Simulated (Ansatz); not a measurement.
Species: C₂H₆FSi, net charge 0, doublet state. It need not be the lowest isomer of its formula. SMILES: C[Si](C)F
Geometry: optimised at B3LYP-D3(BJ)/def2-TZVP (Ansatz, a program for electronic structure).

Computed values are from Ansatz. Correlated levels leave the core frozen unless marked. UHF or UKS for open shells. No spin-orbit coupling. Non-relativistic. Basis-set limits of correlation are two-point, X^-3; Hartree-Fock from the larger set. The bracket is a focal-point correction in the basis named.

**Question.** What is the atomisation energy De at RI-MP2/CBS(cc-pV(T+d)Z,cc-pV(Q+d)Z)+[CCSD(T)-MP2]/cc-pV(T+d)Z?

**Answer.** 3745.2 kJ/mol.

**Question.** What is the total energy at RI-MP2/CBS(cc-pV(T+d)Z,cc-pV(Q+d)Z)+[CCSD(T)-MP2]/cc-pV(T+d)Z?

**Answer.** -468.6166 Eh.

**Question.** What is the T1 diagnostic at CCSD/cc-pV(T+d)Z?

**Answer.** 0.012.

**Question.** What is the dipole moment at CCSD(T)/aug-cc-pV(D+d)Z?

**Answer.** 1.84 D.
